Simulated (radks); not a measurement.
Trend from Ni3+ to Pt3+: ionisation energy by Delta-SCF between NIST ground configurations, and size. All-electron calculation, scalar-relativistic Kohn-Sham, LDA (Slater exchange, Perdew-Wang correlation), spin-polarised, spherical densities, finite nucleus; open shells are filled with parallel spins first (spin-orbit coupling, left out, can overturn this in heavy ions); Fermi nuclear charge, rms radius of each element as measured or else 0.836 A^(1/3) + 0.57 fm. Program: a radial shooting solver on a logarithmic mesh with Libxc functionals.

| species | configuration | IE (eV) | NIST (eV) | kind | outermost | <r> outermost (bohr) | r at 0.001 e/bohr^3 (bohr) |
|---|---|---|---|---|---|---|---|
| Ni3+ | [Ar] 3d7 | 55.497 | 54.9 | semi-emp. | 3d | 0.908 | 2.67 |
| Pd3+ | [Kr] 4d7 | 48.026 | 46 | theory | 4d | 1.31 | 3.12 |
| Pt3+ | [Xe] 4f14 5d7 | 44.589 | 43 | theory | 5d | 1.49 | 3.32 |

Reference values: NIST Atomic Spectra Database (exp. = measured, semi-emp. = semi-empirical, theory = theoretical value adopted there). Open shells are spherical and high-spin; term and fine-structure splittings are not resolved. Spin-orbit splitting is averaged out at the scalar-relativistic level.
